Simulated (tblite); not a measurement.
Compound: C4H8NSSi (doublet state).
Geometry (GFN2-xTB, Å), atoms numbered from 1 in this order:
```
atom  x, y, z in Å
C1    -2.7024   -0.8586   -0.5778
S2    -0.9841   -1.3526   -0.8931
Si3    0.0155    0.1146    0.3372
N4    -0.4797    1.6598   -0.2511
C5     1.7871   -0.2823    0.0693
C6     2.7740   -1.3376    0.2567
C7     3.1088   -0.1324    0.6816
H8    -3.3335   -1.4718   -1.2127
H9    -2.8280    0.1909   -0.8239
H10   -2.9452   -1.0328    0.4664
H11   -0.6062    0.0558    1.6669
H12   -0.4824    1.8140   -1.2478
H13   -0.1497    2.4862    0.2192
H14    3.0093   -2.3664    0.1341
H15    3.8121    0.5097    1.1531
```

Level: GFN2-xTB in tblite, geometry and Hessian alike; calculated harmonic values, unscaled, isolated species. Errors from tens to a few hundred cm⁻¹ against measured bands are possible. Modes of hydrogen on silicon can be 10 to 20 % off. One conformer, not necessarily the lowest. Open shells enter through the occupations alone, without spin polarisation, and single modes of such species can be off by tens of per cent.

Harmonic wavenumbers (cm⁻¹): 47.6, 52.4, 89.7, 108.3, 140.9, 165.7, 194.7, 217.4, 245.9, 275.6, 487.8, 535.1, 589.6, 615.9, 650.0, 685.0, 707.2, 732.7, 735.0, 824.3, 887.0, 897.2, 921.2, 949.6, 960.0, 1322.0, 1363.7, 1459.8, 1462.1, 1522.0, 1733.8, 2161.8, 3021.8, 3035.6, 3052.8, 3212.2, 3239.6, 3465.9, 3506.3.

A = 3333, B = 1099, C = 876.1 MHz; mass 130.015 u (most abundant isotopes); point group C1, symmetry number 1; spin multiplicity 2.

Task: Zero-point energy?

Result: ½Σν̃ = 23138 cm⁻¹ = 66.15 kcal/mol.

Task: Give the ideal-gas entropy at 298.15 K and 1 bar in the rigid-rotor, harmonic-oscillator model (classical rotation).

Result: Translation 40.53, rotation 28.99, vibration 33.97, spin (R ln 2) 1.38: S = 104.9 cal/(mol K).

Task: And Cp and H(298.15 K) − H(0)?

Result: Cp = 38.89 cal/(mol K), of which vibrations give 30.94 (their classical limit is 39 R = 77.5); H(298.15 K) − H(0) = 7.48 kcal/mol without the zero-point energy, 5.11 from vibrations.

Task: What must be added to the electronic energy to get the Gibbs energy at 298.15 K and 1 bar?

Result: ZPE + [H(298.15 K) − H(0)] − T·S = 66.15 + 7.48 − 31.27 = 42.36 kcal/mol.

Task: How do the functions run with temperature in this model?

Result: 
| T (K) | S (cal/(mol K)) | Cp (cal/(mol K)) | H − H(0) (kcal/mol) | G − H(0) (kcal/mol) | ln q(vib) |
| --- | --- | --- | --- | --- | --- |
| 150 | 83.0 | 26.0 | 2.65 | -9.80 | 3.95 |
| 250 | 98.4 | 34.9 | 5.70 | -18.90 | 7.06 |
| 400 | 117.3 | 46.0 | 11.81 | -35.12 | 11.33 |
| 600 | 138.0 | 55.8 | 22.07 | -60.73 | 16.46 |
| 900 | 162.5 | 64.8 | 40.26 | -105.95 | 23.14 |

q(vib) and H(0) count from the zero-point level.

Task: Which modes carry the vibrational entropy at 298.15 K?

Result: 47.6 cm⁻¹: 4.91; 52.4 cm⁻¹: 4.72; 89.7 cm⁻¹: 3.67; 108.3 cm⁻¹: 3.30; 140.9 cm⁻¹: 2.79; 165.7 cm⁻¹: 2.48 cal/(mol K); the other 33 give 12.09 together.

Hindered rotation and anharmonicity are outside this model. Other conformers, if any are populated, would add a mixing term that is left out. The structure is chiral; the term R ln 2 for an equal mix with its mirror image is left out.
